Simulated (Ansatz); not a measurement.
The cluster Li3Al5⁺, relaxed as a doublet with UKS PBE-D4/def2-SVP in Ansatz, starting from the GFN1-xTB geometry. Force threshold 0.02 eV/Å.

The structure comes from a short search, and lower isomers may exist.

Start:

Cartesian coordinates in Å:
```
Li -0.314 1.528 1.578
Li 1.363 -1.232 -0.166
Li 0.443 1.792 -0.710
Al 1.876 0.100 -2.474
Al 0.650 -0.752 2.925
Al -1.285 -1.246 1.393
Al -2.216 0.467 -0.410
Al -0.516 -0.657 -2.135
```

Task: Estimate the energy that the relaxation releases and the steps that it takes.

Result: 2.81 eV, in 46 steps; 5.8 min on 4 threads of Intel Xeon on a shared host. The force fell under the threshold at step 23, but the optimiser went on and released 0.077 eV more. No frequencies were taken in this run, so the end may be a saddle point.

Task: Does the start keep its bonding and symmetry?

Result: Bonds lost: Li1–Li3, Li2–Al8 (atoms count from 1). Bonds formed: Li2–Al5, Li3–Al5, Al4–Al5, Al4–Al6, Al6–Al8 (atoms count from 1).

Task: Predict the relaxed structure.

Result: 
Cartesian coordinates in Å:
```
Li -1.303 0.616 2.529
Li 1.647 -2.467 0.933
Li 0.535 2.158 -1.074
Al 1.481 -0.572 -1.332
Al 1.351 0.305 1.121
Al -0.802 -0.991 0.371
Al -2.032 1.139 -0.326
Al -0.877 -0.188 -2.222
```
Bond lengths (bridged metal pairs left out): 8 × Al–Li 2.74 to 2.99 Å; 7 × Al–Al 2.55 to 2.88 Å.
